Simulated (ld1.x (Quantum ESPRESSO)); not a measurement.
# Varying the PAW potential for H (Z = 1)

Base potential:

* Element: hydrogen (H)
* Generator: ld1.x (Quantum ESPRESSO) 7.5
* Type: PAW
* Functional: PBE
* Relativity: scalar-relativistic
* Frozen core: none
* Valence charge: 1
* Reference configuration: 1s1
* Partial waves: 1s (bound): rcut 0.75, rcutus 0.80 bohr; 1s channel at 2.5 Ry: rcut 0.75, rcutus 0.80 bohr; 2p channel at 0.05 Ry: rcut 0.65, rcutus 0.80 bohr; 2p channel at 0.75 Ry: rcut 0.65, rcutus 0.80 bohr
* Local potential: all-electron potential smoothed inside 0.75 bohr (lloc = -1)
* Core correction: none
* Augmentation charge: BESSEL, radius 0.50 bohr

All-electron outer shells of the reference configuration (PBE, scalar-relativistic, ld1.x):

```json
{"shell": "1s", "level (eV)": "-6.49", "outermost node (bohr)": "–", "outermost maximum (bohr)": "1.03"}
```

Cutoffs, loose and tight: the cutoffs (Ry, on a coarse ladder) from which the occupation-weighted sum of valence levels, in a spherical-Bessel basis at the reference potential, stays within 10 and 1 mRy of its value at 400 Ry. They do not see the model core or the augmentation charge, which bear on the density cutoff. Test errors are all-electron minus pseudo excitation energies from the reference, over the configurations 1s0.5. A dash means not determined; rows that change the core or the reference have their own tests.

Cutoffs are not given where the Bessel-basis levels miss the radial ones by over 6 mRy, ghosts where they miss by over 20 mRy; a channel whose overlap is not positive is not tested.

A file whose overlap is not positive is unfit for use, and its test errors describe a broken file.

```tsv
change	outcome	cutoff, loose	cutoff, tight	bound ghosts
base	generated	25 Ry	50 Ry	none
waves 2p channel at 0.05 Ry: rcut 0.60, rcutus 0.64 bohr; 2p channel at 0.75 Ry: rcut 0.60, rcutus 0.64 bohr	generated	25 Ry	50 Ry	none
waves 2p channel at 0.05 Ry: rcut 0.65, rcutus 0.78 bohr; 2p channel at 0.75 Ry: rcut 0.65, rcutus 0.78 bohr	generated	25 Ry	50 Ry	none
waves 2p channel at 0.05 Ry: rcut 0.65, rcutus 0.90 bohr; 2p channel at 0.75 Ry: rcut 0.65, rcutus 0.90 bohr	generated	25 Ry	50 Ry	none
waves 2p channel at 0.05 Ry: rcut 0.65, rcutus 1.06 bohr; 2p channel at 0.75 Ry: rcut 0.65, rcutus 1.06 bohr	generated, overlap not positive	–	–	not determined (overlap not positive)
waves 2p channel at 0.05 Ry: rcut 0.65, rcutus 1.16 bohr; 2p channel at 0.75 Ry: rcut 0.65, rcutus 1.16 bohr	generated, overlap not positive	–	–	not determined (overlap not positive)
```

(1) What comes out with this change to the base: waves 2p channel at 0.05 Ry: rcut 0.48, rcutus 0.50 bohr; 2p channel at 0.75 Ry: rcut 0.48, rcutus 0.50 bohr?

## Answers

(1) outcome: generated; bound ghosts: not determined.

Reading the sweep of the p radius (base included, trends over the rows without a ghost): The loose cutoff stays near 25 Ry.
